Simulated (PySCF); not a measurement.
Static response to an electric field

Species: C₅H₇F₃.
Cartesian coordinates in Å at the PBE0-D3(BJ)/def2-SVP level; atoms count from 1:
```xyz
15
C5H7F3 angstrom
C     -1.723   -0.836   -0.333
C     -0.456   -0.083   -0.056
C      0.740   -0.677   -0.162
C      2.098   -0.103    0.073
F      2.941   -0.607   -0.864
F      2.566   -0.509    1.282
C     -0.709    1.344    0.329
F      0.407    2.048    0.689
H     -2.384   -0.844    0.550
H     -2.293   -0.365   -1.152
H     -1.516   -1.876   -0.617
H      0.772   -1.738   -0.433
H      2.147    0.991    0.032
H     -1.196    1.868   -0.515
H     -1.419    1.363    1.176
```

Level: wB97X-D/def2-SVPD (PySCF), static field, nuclei fixed, core orbitals frozen in the response. The polarisability tensor in these axes (au):

```
x   80.59 -5.06  0.57
y   -5.06 62.09  3.02
z    0.57  3.02 52.62
```

Question: Diagonalise the tensor; give its mean and Δα, where Δα² is half the sum of the squared differences of the eigenvalues.

Answer: Principal values 51.59, 61.81 and 81.89 au; mean 65.10 au = 9.65 Å³ = 10.73 × 10⁻⁴⁰ C²·m²/J; Δα = 26.70 au (41 % of the mean).

Question: What is the dipole moment, and where does it point?

Answer: (-4.19, 0.28, -0.79) D, 4.27 D in size, pointing from the negative to the positive side. Measured along this direction, the outermost atoms are F6 and F5 at the negative end and H10 at the positive end.

Question: How large is μ²/3kT at 298 K beside α?

Answer: In Gaussian units μ²/3kT = 147.84 Å³ against 9.65 Å³, a ratio of 15.33; the Debye molar polarisation (4π/3)N_A(α + μ²/3kT) is 397.3 cm³/mol, leaving out the vibrational part.

Question: Sum over states: ᾱ = Σ f/ω², ω in Eh. What share falls to these 10 lowest TDDFT singlets (eV, f)? 7.18, 0.5191; 7.54, 0.0063; 7.62, 0.0086; 8.20, 0.0016; 8.58, 0.0004; 8.76, 0.0319; 9.22, 0.0316; 9.26, 0.0272; 9.41, 0.0065; 9.54, 0.0121.

Answer: They add up to 8.63 au, 13.3 % of the 65.10 au; the largest single term is 7.45 au, from the state at 7.18 eV. Terms in order: 7.45, 0.08, 0.11, 0.02, 0.00, 0.31, 0.28, 0.23, 0.05, 0.10 au. Higher excitations give the rest. The strengths listed sum to 0.645.

Question: Find the Langevin capture rate constant for H3+ (3.023 u) meeting this molecule (124.050 u), k = 2.342 × 10⁻⁹ cm³/s × √(α in Å³ / reduced mass in u).

Answer: The reduced mass is 2.95 u, so k = 4.23 × 10⁻⁹ cm³/s. The formula leaves out the permanent dipole, which adds to the capture rate.

One conformer (not necessarily the lowest) at the PBE0-D3(BJ)/def2-SVP geometry, without solvent, vibrations or thermal averaging.

The pairwise dispersion term of wB97X-D wasn't added to the energies; at a given geometry it leaves orbitals and properties as they are.
